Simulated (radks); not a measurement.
Initial-state core-level shifts of neutral mercury when its valence configuration changes from [Hg]. Calculated with a radial shooting solver on a logarithmic mesh with Libxc functionals: scalar-relativistic Kohn-Sham, PBE, spin-unpolarised, spherical densities, point nucleus. Shifts are changes of the shell-averaged eigenvalues in eV (positive: less bound).

valence                          2p       3s       3p       4d
[Xe] 4f14 5d9.5 6s2 6p0.5    -2.913   -2.898   -2.898   -2.886
[Xe] 4f14 5d9 6s2 6p1        -5.744   -5.709   -5.708   -5.679
[Xe] 4f14 5d9.5 6p2.5        -6.652   -6.668   -6.668   -6.667
[Xe] 4f14 5d10 6s1 6p1       -2.215   -2.230   -2.230   -2.237
[Xe] 4f14 5d9.5 6s1 6p1.5    -4.896   -4.896   -4.895   -4.889
[Xe] 4f13 5d10 6s2 6p1      -19.798  -22.008  -21.968  -18.216
[Xe] 4f13.5 5d10 6s2 6p0.5   -9.816  -10.910  -10.891   -9.067
[Xe] 4f14 5d10 6p2           -4.066   -4.098   -4.097   -4.111
[Xe] 4f14 5d9 6s1.5 6p1.5    -6.694   -6.666   -6.665   -6.638
